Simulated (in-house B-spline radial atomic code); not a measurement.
Successive ionisation energies of argon; each step leads to the configuration of the next row (after the last: [He] 2s2 2p1/2(2) 2p3/2(1)). Dirac energy differences include first-order Breit, QED and recoil terms. NIST's values go from ground level to ground level; the uncertainty of those that are theory runs from under 0.1 % in few-electron ions to several per cent in heavy many-electron ones. Computed with an all-electron radial atomic-structure program (B-spline basis): Dirac-Hartree-Fock, jj configuration that fills j = l - 1/2 first, finite nuclei.

A number in brackets counts the electrons of a j subshell.

```json
{"ion": "Ar", "configuration": "[Ne] 3s2 3p6", "ionisation energy (eV)": "14.7", "tabulated value (eV)": "15.75961", "tabulated kind": "measured", "computed minus tabulated (eV)": "-1.1", "highest orbital": "3p3/2", "largest mean radius (bohr)": "1.6654"}
{"ion": "Ar+", "configuration": "[Ne] 3s2 3p1/2(2) 3p3/2(3)", "ionisation energy (eV)": "27.4", "tabulated value (eV)": "27.62967", "tabulated kind": "measured", "computed minus tabulated (eV)": "-0.2", "highest orbital": "3p1/2", "largest mean radius (bohr)": "1.559"}
{"ion": "Ar2+", "configuration": "[Ne] 3s2 3p1/2(2) 3p3/2(2)", "ionisation energy (eV)": "41.5", "tabulated value (eV)": "40.735", "tabulated kind": "semi-empirical", "computed minus tabulated (eV)": "0.8", "highest orbital": "3p1/2", "largest mean radius (bohr)": "1.4747"}
{"ion": "Ar3+", "configuration": "[Ne] 3s2 3p1/2(2) 3p3/2(1)", "ionisation energy (eV)": "56.8", "tabulated value (eV)": "59.58", "tabulated kind": "semi-empirical", "computed minus tabulated (eV)": "-2.8", "highest orbital": "3p1/2", "largest mean radius (bohr)": "1.4042"}
{"ion": "Ar4+", "configuration": "[Ne] 3s2 3p1/2(2)", "ionisation energy (eV)": "72.2", "tabulated value (eV)": "74.84", "tabulated kind": "semi-empirical", "computed minus tabulated (eV)": "-2.6", "highest orbital": "3p1/2", "largest mean radius (bohr)": "1.3443"}
{"ion": "Ar5+", "configuration": "[Ne] 3s2 3p1/2(1)", "ionisation energy (eV)": "90.3", "tabulated value (eV)": "91.29", "tabulated kind": "measured", "computed minus tabulated (eV)": "-1.0", "highest orbital": "3p1/2", "largest mean radius (bohr)": "1.2873"}
{"ion": "Ar6+", "configuration": "[Ne] 3s2", "ionisation energy (eV)": "122.3", "tabulated value (eV)": "124.41", "tabulated kind": "semi-empirical", "computed minus tabulated (eV)": "-2.2", "highest orbital": "3s1/2", "largest mean radius (bohr)": "1.1965"}
{"ion": "Ar7+", "configuration": "[Ne] 3s1", "ionisation energy (eV)": "142.9", "tabulated value (eV)": "143.4567", "tabulated kind": "semi-empirical", "computed minus tabulated (eV)": "-0.5", "highest orbital": "3s1/2", "largest mean radius (bohr)": "1.1615"}
{"ion": "Ar8+", "configuration": "[He] 2s2 2p6", "ionisation energy (eV)": "420.9", "tabulated value (eV)": "422.6", "tabulated kind": "semi-empirical", "computed minus tabulated (eV)": "-1.7", "highest orbital": "2p3/2", "largest mean radius (bohr)": "0.40621"}
{"ion": "Ar9+", "configuration": "[He] 2s2 2p1/2(2) 2p3/2(3)", "ionisation energy (eV)": "481.9", "tabulated value (eV)": "479.76", "tabulated kind": "semi-empirical", "computed minus tabulated (eV)": "2.2", "highest orbital": "2p3/2", "largest mean radius (bohr)": "0.39834"}
{"ion": "Ar10+", "configuration": "[He] 2s2 2p1/2(2) 2p3/2(2)", "ionisation energy (eV)": "545.9", "tabulated value (eV)": "540.4", "tabulated kind": "semi-empirical", "computed minus tabulated (eV)": "5.5", "highest orbital": "2p3/2", "largest mean radius (bohr)": "0.39071"}
```

Task: Where is the largest jump?

Result: From Ar7+ to Ar8+, by a factor of 2.95 (142.92 to 420.95 eV); the highest orbital goes from 3s1/2 to 2p3/2.

Task: How far is this level of theory from the measured and semi-empirical values?

Result: Over those 11 rows the differences run from -2.77 to +5.52 eV (mean absolute value 1.9 eV). The calculation leaves out correlation and, in open shells, the multiplet splittings that an average leaves out.
